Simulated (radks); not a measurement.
Results of a calculation; reference values are marked as such.
Problem. The gallium ion Ga2+, 29 electrons, occupied as [Ar] 3d10 4s1 (the NIST ground configuration). Level of theory: Dirac Kohn-Sham, PW91, spin-unpolarised, spherical densities, finite nucleus; Fermi nuclear charge, rms radius 3.9973 fm (a radial shooting solver on a logarithmic mesh with Libxc functionals).

Spin-orbit splittings of the eigenvalues, e(l+1/2) - e(l-1/2), with zeta = 2 splitting/(2l+1) and mean radii in bohr:

| shell | occ. | splitting (eV) | zeta (eV) | <r> j=l-1/2 | <r> j=l+1/2 |
|---|---|---|---|---|---|
| 2p | 6 | 27.68 | 18.45 | 0.1883 | 0.1918 |
| 3p | 6 | 3.629 | 2.419 | 0.6718 | 0.6826 |
| 3d | 10 | ? | ? | 0.7944 | 0.8002 |

Estimate the 3d splitting.

Solution. 0.4667 eV (zeta = 0.1867 eV).
